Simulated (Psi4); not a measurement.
C$_{3}$H$_{9}$O$_{3}$Si (SMILES CO[Si](OC)OC), doublet, at a GFN2-xTB geometry, atoms displaced at random by about 0.08 Å a coordinate; PBE0/STO-3G, gradient in Psi4 1.11.

Here is a job for Psi4.
```
memory 2 GB

molecule mol {
0 2
C    -0.689957    2.537950   -0.371269
O     0.028887    1.550933   -0.148849
Si   -0.151824   -0.024694    0.305095
O     1.238395   -0.972774    0.087430
C     2.551290   -0.559185    0.225219
O    -1.319267   -0.675867   -0.270051
C    -1.764169   -1.729850   -0.430087
H    -1.441337    2.201070   -0.761887
H    -0.908850    3.044561    0.654237
H    -0.311527    3.374321   -0.880452
H     2.842996   -0.816247    1.323141
H     3.248627   -1.359869   -0.370662
H     3.054485    0.323828   -0.037313
H    -2.527674   -1.913351   -1.206939
H    -1.028132   -2.616080   -0.487019
H    -2.369125   -2.106272    0.570673
symmetry c1
no_reorient
no_com
}

set {
  basis sto-3g
  reference uks
}

gradient('pbe0')
print_variables()
```

Predict the main parts of the log of this Psi4 run.


```
gradient() will perform analytic gradient computation.

   => Loading Basis Set <=

    Name: STO-3G
    Role: ORBITAL
    Keyword: BASIS

         ---------------------------------------------------------
                                   SCF
               by Justin Turney, Rob Parrish, Andy Simmonett
                          and Daniel G. A. Smith
                              UKS Reference
         ---------------------------------------------------------

  ==> Geometry <==

    Molecular point group: c1
    Full point group: C1

    Geometry (in Angstrom), charge = 0, multiplicity = 2:

       Center              X                  Y                   Z               Mass
    ------------   -----------------  -----------------  -----------------  -----------------
         C           -0.689957000000     2.537950000000    -0.371269000000    12.000000000000
         O            0.028887000000     1.550933000000    -0.148849000000    15.994914619570
         SI          -0.151824000000    -0.024694000000     0.305095000000    27.976926534650
         O            1.238395000000    -0.972774000000     0.087430000000    15.994914619570
         C            2.551290000000    -0.559185000000     0.225219000000    12.000000000000
         O           -1.319267000000    -0.675867000000    -0.270051000000    15.994914619570
         C           -1.764169000000    -1.729850000000    -0.430087000000    12.000000000000
         H           -1.441337000000     2.201070000000    -0.761887000000     1.007825032230
         H           -0.908850000000     3.044561000000     0.654237000000     1.007825032230
         H           -0.311527000000     3.374321000000    -0.880452000000     1.007825032230
         H            2.842996000000    -0.816247000000     1.323141000000     1.007825032230
         H            3.248627000000    -1.359869000000    -0.370662000000     1.007825032230
         H            3.054485000000     0.323828000000    -0.037313000000     1.007825032230
         H           -2.527674000000    -1.913351000000    -1.206939000000     1.007825032230
         H           -1.028132000000    -2.616080000000    -0.487019000000     1.007825032230
         H           -2.369125000000    -2.106272000000     0.570673000000     1.007825032230

  Running in c1 symmetry.

  Rotational constants: A =      0.07488  B =      0.07054  C =      0.03792 [cm^-1]
  Rotational constants: A =   2244.88569  B =   2114.62310  C =   1136.90161 [MHz]
  Nuclear repulsion =  418.808241678613740

  Charge       = 0
  Multiplicity = 2
  Electrons    = 65
  Nalpha       = 33
  Nbeta        = 32

  ==> Algorithm <==

  SCF Algorithm Type is DF.
  DIIS enabled.
  MOM disabled.
  Fractional occupation disabled.
  Guess Type is SAD.
  Energy threshold   = 1.00e-08
  Density threshold  = 1.00e-08
  Integral threshold = 1.00e-12

  ==> Primary Basis <==

  Basis Set: STO-3G
    Blend: STO-3G
    Number of shells: 32
    Number of basis functions: 48
    Number of Cartesian functions: 48
    Spherical Harmonics?: true
    Max angular momentum: 1

  ==> DFT Potential <==

   => LibXC <=

    Version 7.1.2
    S. Lehtola, C. Steigemann, M. J. T. Oliveira, and M. A. L. Marques,  SoftwareX 7, 1–5 (2018) (10.1016/j.softx.2017.11.002)

   => Composite Functional: PBE0 <=

    PBE0 Hyb-GGA Exchange-Correlation Functional

    C. Adamo and V. Barone,  J. Chem. Phys. 110, 6158 (1999) (10.1063/1.478522)
    M. Ernzerhof and G. E. Scuseria,  J. Chem. Phys. 110, 5029 (1999) (10.1063/1.478401)

    Deriv               =              1
    GGA                 =           TRUE
    Meta                =          FALSE

    Exchange Hybrid     =           TRUE
    MP2 Hybrid          =          FALSE

   => Exchange Functionals <=

    0.7500   Perdew, Burke & Ernzerhof

   => Exact (HF) Exchange <=

    0.2500               HF

   => Correlation Functionals <=

    1.0000   Perdew, Burke & Ernzerhof

   => LibXC Density Thresholds  <==

    XC_HYB_GGA_XC_PBEH:  1.00E-15

   => Molecular Quadrature <=

    Radial Scheme          =       TREUTLER
    Pruning Scheme         =           NONE
    Nuclear Scheme         =       TREUTLER

    Blocking Scheme        =         OCTREE
    BS radius alpha        =              1
    Pruning alpha          =              1
    Radial Points          =             75
    Spherical Points       =            302
    Total Points           =         339038
    Total Blocks           =           2515
    Max Points             =            256
    Max Functions          =             45
    Weights Tolerance      =       1.00E-15

   => Loading Basis Set <=

    Name: (STO-3G AUX)
    Role: JKFIT
    Keyword: DF_BASIS_SCF

  ==> Integral Setup <==

  SCF_SUBTYPE=INCORE selected. In-core MEM_DF algorithm will be used.
  Using in-core AOs.

  ==> MemDFJK: Density-Fitted J/K Matrices <==

    J tasked:                   Yes
    K tasked:                   Yes
    wK tasked:                   No
    Algorithm:                 Core
    Schwarz Cutoff:           1E-12
    Mask sparsity (%):       2.2569
    Fitting Condition:        1E-10

   => Auxiliary Basis Set <=

  Basis Set: (STO-3G AUX)
    Blend: DEF2-UNIVERSAL-JKFIT
    Number of shells: 242
    Number of basis functions: 746
    Number of Cartesian functions: 881
    Spherical Harmonics?: true
    Max angular momentum: 4

  Minimum eigenvalue in the overlap matrix is 1.6653477658E-01.
  Reciprocal condition number of the overlap matrix is 6.9341458061E-02.
    Using symmetric orthogonalization.

  ==> Pre-Iterations <==

  SCF Guess: Superposition of Atomic Densities via on-the-fly atomic UHF (no occupation information).

   -------------------------
    Irrep   Nso     Nmo
   -------------------------
     A         48      48
   -------------------------
    Total      48      48
   -------------------------

  ==> Iterations <==

                           Total Energy        Delta E     RMS |[F,P]|

[...]
  @DF-UKS Final Energy:  -626.24157014526247
    Total Energy =                       -626.2415701452624717
[...]

         ------------------------------------------------------------
                                   SCF GRAD
                          Rob Parrish, Justin Turney,
                       Andy Simmonett, and Alex Sokolov
         ------------------------------------------------------------

  ==> Geometry <==

    Molecular point group: c1
    Full point group: C1

    Geometry (in Angstrom), charge = 0, multiplicity = 2:

       Center              X                  Y                   Z               Mass
    ------------   -----------------  -----------------  -----------------  -----------------
         C           -0.689957000000     2.537950000000    -0.371269000000    12.000000000000
         O            0.028887000000     1.550933000000    -0.148849000000    15.994914619570
         SI          -0.151824000000    -0.024694000000     0.305095000000    27.976926534650
         O            1.238395000000    -0.972774000000     0.087430000000    15.994914619570
         C            2.551290000000    -0.559185000000     0.225219000000    12.000000000000
         O           -1.319267000000    -0.675867000000    -0.270051000000    15.994914619570
         C           -1.764169000000    -1.729850000000    -0.430087000000    12.000000000000
         H           -1.441337000000     2.201070000000    -0.761887000000     1.007825032230
         H           -0.908850000000     3.044561000000     0.654237000000     1.007825032230
         H           -0.311527000000     3.374321000000    -0.880452000000     1.007825032230
         H            2.842996000000    -0.816247000000     1.323141000000     1.007825032230
         H            3.248627000000    -1.359869000000    -0.370662000000     1.007825032230
         H            3.054485000000     0.323828000000    -0.037313000000     1.007825032230
         H           -2.527674000000    -1.913351000000    -1.206939000000     1.007825032230
         H           -1.028132000000    -2.616080000000    -0.487019000000     1.007825032230
         H           -2.369125000000    -2.106272000000     0.570673000000     1.007825032230

  Nuclear repulsion =  418.808241678613740

  ==> Basis Set <==

  Basis Set: STO-3G
    Blend: STO-3G
    Number of shells: 32
    Number of basis functions: 48
    Number of Cartesian functions: 48
    Spherical Harmonics?: true
    Max angular momentum: 1

  ==> DFJKGrad: Density-Fitted SCF Gradients <==

    Gradient:                    1
    J tasked:                  Yes
    K tasked:                  Yes
    wK tasked:                  No
    Integrals threads:           1
    Schwarz Cutoff:          1E-12
    Fitting Condition:       1E-10

   => Auxiliary Basis Set <=

  Basis Set: (STO-3G AUX)
    Blend: DEF2-UNIVERSAL-JKFIT
    Number of shells: 242
    Number of basis functions: 746
    Number of Cartesian functions: 881
    Spherical Harmonics?: true
    Max angular momentum: 4

  ==> DFT Potential <==

   => LibXC <=

    Version 7.1.2
    S. Lehtola, C. Steigemann, M. J. T. Oliveira, and M. A. L. Marques,  SoftwareX 7, 1–5 (2018) (10.1016/j.softx.2017.11.002)

   => Composite Functional: PBE0 <=

    PBE0 Hyb-GGA Exchange-Correlation Functional

    C. Adamo and V. Barone,  J. Chem. Phys. 110, 6158 (1999) (10.1063/1.478522)
    M. Ernzerhof and G. E. Scuseria,  J. Chem. Phys. 110, 5029 (1999) (10.1063/1.478401)

    Deriv               =              1
    GGA                 =           TRUE
    Meta                =          FALSE

    Exchange Hybrid     =           TRUE
    MP2 Hybrid          =          FALSE

   => Exchange Functionals <=

    0.7500   Perdew, Burke & Ernzerhof

   => Exact (HF) Exchange <=

    0.2500               HF

   => Correlation Functionals <=

    1.0000   Perdew, Burke & Ernzerhof

   => LibXC Density Thresholds  <==

    XC_HYB_GGA_XC_PBEH:  1.00E-15

   => Molecular Quadrature <=

    Radial Scheme          =       TREUTLER
    Pruning Scheme         =           NONE
    Nuclear Scheme         =       TREUTLER

    Blocking Scheme        =         OCTREE
    BS radius alpha        =              1
    Pruning alpha          =              1
    Radial Points          =             75
    Spherical Points       =            302
    Total Points           =         339038
    Total Blocks           =           2515
    Max Points             =            256
    Max Functions          =             45
    Weights Tolerance      =       1.00E-15

  -Total Gradient:
     Atom            X                  Y                   Z
    ------   -----------------  -----------------  -----------------
       1       -0.040817048297    -0.205697128184    -0.151110630742
       2       -0.197772856767     0.189997162515    -0.011326598865
       3       -0.156752874546    -0.118575576649    -0.151062519669
       4        0.037966339360     0.003219149095     0.046306200044
       5       -0.075758709997     0.120715105837    -0.042128421481
       6       -0.016761524901    -0.295920800703     0.063446360541
       7        0.183752352268     0.433997489132    -0.024751367653
       8        0.242030050500     0.052677544426     0.116085001264
       9        0.019037688894     0.002004522024     0.024618548206
      10       -0.031087666619    -0.033088162127     0.042425785909
      11       -0.000677600847    -0.019219928729     0.028381790730
      12        0.037670814022    -0.034723068843    -0.024660870672
      13        0.004253424867    -0.062103288947     0.015356653021
      14        0.001720262685    -0.006523531540     0.015580667103
      15        0.009169514175    -0.015997547732     0.012499747883
      16       -0.016018268241    -0.010488562393     0.040520652000

  Variable Map:
  ----------------------------------------------------------------------------
[...]
  Array Variable Map:
  ----------------------------------------------------------------------------
[...]
[...]
```
